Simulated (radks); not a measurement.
Q: All-electron atom: Ag in [Kr] 4d10 5s1. All-electron calculation, Dirac Kohn-Sham, PBEsol, spin-unpolarised, spherical densities, finite nucleus; Fermi nuclear charge, rms radius 4.5454 fm. Program: a radial shooting solver on a logarithmic mesh with Libxc functionals. Some entries of the table are withheld. Estimate them.

orbital  occ.  eigenvalue (Ry)  r(max) (bohr)
1s1/2       2        -1859.529        0.02016
2s1/2       2        -273.7390         0.1141
2p1/2       2        -254.4311        0.08820
2p3/2       4        -241.5560        0.09246
3s1/2       2        -50.16840         0.3330
3p1/2       2              (1)         0.3193
3p3/2       4              (2)         0.3293
3d3/2       4        -26.59862            (3)
3d5/2       6        -26.14083            (4)
4s1/2       2         -6.97555         0.8223
4p1/2       2         -4.55751         0.8595
4p3/2       4         -4.18203         0.8847
4d3/2       4         -0.57276          1.030
4d5/2       6         -0.53175          1.042
5s1/2       1         -0.32502          2.491

A: 
(1) 3p1/2 eigenvalue (Ry): -42.48607
(2) 3p3/2 eigenvalue (Ry): -40.21376
(3) 3d3/2 r(max) (bohr): 0.2721
(4) 3d5/2 r(max) (bohr): 0.2749
